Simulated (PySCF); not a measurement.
Be(F)(NMe2) (C2H6BeFN), SMILES C[N](C)[Be][F].

Geometry: PBE-D3(BJ)/def2-SVP. The structure was generated by enumeration; whether it is a known compound was not checked. Other conformers were not sampled.

Level of theory: TDA-PBE/def2-SVPD (PySCF).

Vertical excitations. Gas-phase values at a fixed geometry. State labels are in the subgroup C2v.

```
state  symmetry  energy (eV)  λ (nm)      f                          main pairs
-----  --------  -----------  ------  -----  ----------------------------------
S1           B1         4.45     279  0.008                     HOMO→LUMO 100 %
S2           A2         4.85     255  0.000                   HOMO→LUMO+1 100 %
S3           B1         5.47     227  0.034                   HOMO→LUMO+3 100 %
S4           A1         5.59     222  0.081                    HOMO→LUMO+2 95 %
S5           A2         6.57     189  0.000                   HOMO→LUMO+4 100 %
S6           B1         6.71     185  0.023                    HOMO→LUMO+5 99 %
S7           A2         6.85     181  0.000                   HOMO→LUMO+6 100 %
S8           B1         7.12     174  0.013                   HOMO→LUMO+7 100 %
S9           A1         7.56     164  0.007  HOMO−1→LUMO 71 %, HOMO→LUMO+8 24 %
S10          A1         7.69     161  0.102  HOMO→LUMO+9 76 %, HOMO−1→LUMO 14 %
T1           B1         4.25     292      0                     HOMO→LUMO 100 %
T2           A2         4.76     260      0                   HOMO→LUMO+1 100 %
T3           A1         5.07     245      0                    HOMO→LUMO+2 98 %
T4           B1         5.35     232      0                   HOMO→LUMO+3 100 %
```
Triplets are in the Tamm–Dancoff approximation.
